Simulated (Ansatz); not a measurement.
Cost and result for the atomization energy of `C[B](C)[SnH3]` (13 atoms, 12 bonds).

Cartesian coordinates in Å:
```
C 0.968 1.118 -0.865
B -0.007 0.293 0.026
C -0.980 0.984 1.024
Sn 0.003 -1.972 -0.143
H 1.914 1.135 -0.299
H 0.671 2.164 -0.997
H 1.213 0.678 -1.833
H -0.709 2.014 1.277
H -1.940 1.039 0.483
H -1.196 0.421 1.935
H -1.102 -2.744 0.917
H -0.384 -2.500 -1.728
H 1.549 -2.630 0.202
```

Charge 0, multiplicity 1. Correlated methods include outer-core shells of Sn, which these sets cover unevenly. Sn: def2 effective core potential. All single points use the PBE0-D4/def2-TZVP geometry. Program: Ansatz. All runs use 4 threads of an Arm Neoverse V2 on a shared host. Times are those of one run each, without the atoms' runs, and a repeat can differ threefold. Electronic energies, without spin–orbit coupling; frozen cores. CCSD(T)/CBS adds CCSD(T) − MP2 in def2-TZVPP to the MP2 limit, and its time is that of the two runs behind it. T1 = 0.012. With those shells the extrapolation isn't a true limit. B3LYP takes the VWN-RPA correlation (the form of Gaussian; ORCA's B3LYP/G).

CCSD(T)/CBS is a level of theory with its own doubt, some kJ/mol a heavy atom from the limit and from the frozen cores, so smaller differences don't rank the functionals.

```json
{"level": "PBE-D4/def2-TZVPP (with forces)", "functions": "269", "wall time": "2.3 s", "atomization (kcal/mol)": "1050.9", "difference from CCSD(T)/CBS": "7.2", "per bond": "0.6"}
{"level": "PBE0-D4/def2-TZVPP", "functions": "269", "wall time": "2.6 s", "atomization (kcal/mol)": "1044.4", "difference from CCSD(T)/CBS": "0.7", "per bond": "0.1"}
{"level": "B3LYP-D4/def2-TZVPP (with forces)", "functions": "269", "wall time": "4.2 s", "atomization (kcal/mol)": "1044.3", "difference from CCSD(T)/CBS": "0.6", "per bond": "0.1"}
{"level": "r2SCAN-D4/def2-TZVPP (with forces)", "functions": "269", "wall time": "4.3 s", "atomization (kcal/mol)": "1046.4", "difference from CCSD(T)/CBS": "2.7", "per bond": "0.2"}
{"level": "B2PLYP/def2-TZVPP", "functions": "269", "wall time": "5 s", "atomization (kcal/mol)": "1031.0", "difference from CCSD(T)/CBS": "-12.7", "per bond": "-1.1"}
{"level": "ωB97X-V/def2-TZVPP", "functions": "269", "wall time": "7.5 s", "atomization (kcal/mol)": "1047.2", "difference from CCSD(T)/CBS": "3.5", "per bond": "0.3"}
{"level": "ωB97M-V/def2-TZVPP (with forces)", "functions": "269", "wall time": "11 s", "atomization (kcal/mol)": "1045.2", "difference from CCSD(T)/CBS": "1.5", "per bond": "0.1"}
{"level": "MP2/def2-QZVPP", "functions": "523", "wall time": "22 s", "atomization (kcal/mol)": "1031.8", "difference from CCSD(T)/CBS": "-11.9", "per bond": "-1.0"}
{"level": "CCSD(T)/def2-TZVPP", "functions": "269", "wall time": "3.5 min", "atomization (kcal/mol)": "1022.9", "difference from CCSD(T)/CBS": "-20.8", "per bond": "-1.7"}
{"level": "CCSD(T)/CBS(def2)", "functions": "–", "wall time": "3.9 min", "atomization (kcal/mol)": "1043.7", "difference from CCSD(T)/CBS": "0.0", "per bond": "0.0"}
```

From PBE to PBE0 (25 % exact exchange), in def2-TZVPP and without D4, the atomization energy moves by −5.6 kcal/mol: exact exchange takes away binding that semilocal exchange gives to molecules. In def2-TZVPP, CCSD(T) changes the Hartree–Fock value by +227.8 kcal/mol (the triples alone add +10.7 kcal/mol) and MP2 by +224.6 kcal/mol; breaking electron pairs costs correlation energy, which Hartree–Fock lacks. The D4 term adds +9.3 kcal/mol with B3LYP and +4.9 kcal/mol with PBE0; it sums over pairs of atoms, weighted by their polarisabilities, and B3LYP, whose exchange is more repulsive, gets the larger term.

Spin–orbit coupling would lower the free Sn atoms strongly, and the atomization energy with them, by more than many differences here. For some Ge, Se and Sn compounds the MP2-based and the directly extrapolated limit differ by 10 to 25 kJ/mol.
